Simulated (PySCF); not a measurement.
## What the low excited states add to the polarisability

C5H11NO.
Geometry (PBE0-D3(BJ)/def2-SVP, Å), atoms numbered from 1 in this order:
```xyz
18
C5H11NO angstrom
C     -1.887    0.889   -0.722
C     -1.789   -0.336    0.173
C     -0.575   -1.209   -0.126
N      0.682   -0.529    0.063
C      1.502   -0.192   -0.975
C      2.747    0.567   -0.569
O      1.255   -0.480   -2.129
H     -2.767    1.501   -0.473
H     -0.996    1.527   -0.617
H     -1.958    0.602   -1.783
H     -2.692   -0.961    0.065
H     -1.766   -0.026    1.233
H     -0.604   -2.123    0.492
H     -0.584   -1.525   -1.180
H      0.931   -0.224    0.995
H      3.350    0.753   -1.465
H      2.484    1.530   -0.105
H      3.341   -0.008    0.158
```

Level of theory: TDDFT wB97X-D/def2-SVPD, vertical, gas phase, core orbitals frozen in the response in PySCF.

Excitation energies and transition dipoles (atomic units, axes of the coordinates) of those of the lowest 10 singlets that add 0.02 au or more to the mean polarisability:

```tsv
state	ΔE (hartree)	μx	μy	μz
S2	0.2570	0.198	0.010	-0.148
S3	0.2677	0.559	0.115	-0.761
S4	0.2726	0.483	0.183	-0.262
S5	0.2998	0.018	0.320	0.056
S6	0.3012	-0.169	-0.193	0.042
S7	0.3074	0.219	0.137	-0.048
S8	0.3162	0.074	0.066	0.001
S9	0.3190	0.132	0.065	-0.132
```

Q: What does each state add to αxx, αyy and αzz, and how do the sums compare with the full static tensor?

A: Each state adds 2 μα² / ΔE.

```
        state  αxx (au)  αyy (au)  αzz (au)
           S2      0.30      0.00      0.17
           S3      2.33      0.10      4.32
           S4      1.71      0.25      0.50
           S5      0.00      0.68      0.02
           S6      0.19      0.25      0.01
           S7      0.31      0.12      0.02
           S8      0.03      0.03      0.00
           S9      0.11      0.03      0.11
all 10 states       5.0       1.5       5.2
full response      81.6      66.2      72.4
    share (%)         6         2         7
```

The rest comes from the higher roots of the same response equations.

Q: Give the full tensor and its principal values.

A: In au, rows and columns x, y, z:
```
x   81.6  4.2 -4.1
y    4.2 66.2 -1.2
z   -4.1 -1.2 72.4
```
Principal values 65.1, 70.9 and 84.2 au; mean 73.4 au (10.88 Å³).

Q: By how much does the contribution of these states grow at 632.8 nm?

A: With ω = 0.0720 hartree each state's term in the mean polarisability goes from f / ΔE² to f / (ΔE² − ω²), f = (2/3) ΔE |μ|²; the sum over all 10 states goes from 3.90 to 4.19 au, a rise of 0.29 au.

One conformer stands for the species.
